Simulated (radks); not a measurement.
Values are calculated unless marked as measured or tabulated.
Question: These are the eigenvalues of the occupied orbitals of an atom or ion with whole-number occupations (Ry). Level of theory: non-relativistic Kohn-Sham, PBE, spin-polarised, spherical densities, point nucleus (a radial shooting solver on a logarithmic mesh with Libxc functionals).

| orbital | eigenvalue |
|---|---|
| 1s down | -3577.673 |
| 1s up | -3577.673 |
| 2s up | -574.6765 |
| 2s down | -574.6686 |
| 2p up | -547.3668 |
| 2p down | -547.3623 |
| 3s up | -130.1013 |
| 3s down | -129.8268 |
| 3p up | -117.8876 |
| 3p down | -117.6380 |
| 3d up | -95.11983 |
| 3d down | -94.94056 |
| 4s up | -28.57862 |
| 4s down | -28.08323 |
| 4p up | -23.76433 |
| 4p down | -23.27122 |
| 4d up | -15.15876 |
| 4d down | -14.67069 |
| 5s up | -6.37981 |
| 5s down | -6.19176 |
| 5p up | -4.97989 |
| 5p down | -4.83075 |
| 4f up | -4.53975 |

Which element is it, and in what charge state? The configuration may be excited. Open shells, if any, are filled with parallel spins first.

Answer: Z = 65, terbium, charge +4: Tb4+ in [Xe] 4f7. The list shows which subshells hold electrons but not how many an open one holds; the 1s level, -1788.8 hartree, gives Z - s = 59.8 by -(Z - s)^2/2, which with screening narrows Z to a few neighbours, and the depths of the outer levels then fix element, charge and occupations together.
